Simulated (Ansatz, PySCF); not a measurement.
C₄H₂ClF, SMILES C(/C#C)(=C/F)Cl. Atoms are numbered in the order given.

```xyz
8

C      2.2301    -1.1645     0.0000
C      1.1665    -0.5890     0.0000
C     -0.0875     0.1009     0.0000
Cl    -0.0480     1.8372     0.0000
C     -1.2760    -0.5162     0.0000
F     -1.3691    -1.8387     0.0000
H      3.1753    -1.6794     0.0000
H     -2.2355     0.0081     0.0000
```
Charge 0, spin multiplicity 1.

Coordinates come from a ωB97X-D3(BJ)/def2-SVP optimisation. The structure was generated by enumeration; whether it is a known compound was not checked.

Vertical ionisation energy (IE) and electron affinity (EA) in eV. Rows of orbital energies are one-electron estimates. Where ΔSCF, EOM or ADC give a negative EA the extra electron is unbound and the value depends on the basis.

| level | IE | EA |
|---|---|---|
| −ε(HOMO), −ε(LUMO), r2SCAN/def2-TZVP (PySCF) | 6.27 | 2.03 |
| −ε(HOMO), −ε(LUMO), PBE/def2-TZVP (PySCF) | 6.06 | 2.16 |
| ΔSCF, PBE0/def2-SVPD (Ansatz), final states of multiplicity 2 and 2 | 9.33 | -0.49 |
| ΔSCF, PBE/def2-SVPD (Ansatz), final states of multiplicity 2 and 2 | … | … |

Fill in the missing entries. (The exact figures need the calculation; the answer reports its results.)


- ΔSCF, PBE/def2-SVPD (Ansatz, an electronic-structure program), final states of multiplicity 2 and 2, IE: 9.12
- ΔSCF, PBE/def2-SVPD (Ansatz), final states of multiplicity 2 and 2, EA: -0.53

What vertical singlet–triplet gap does ΔSCF give with PBE0/def2-SVPD (Ansatz) and with PBE/def2-SVPD (Ansatz)? (An estimate is asked for; the answer gives what the named calculation found.)

3.26 and 3.25 eV (triplet above singlet where positive).
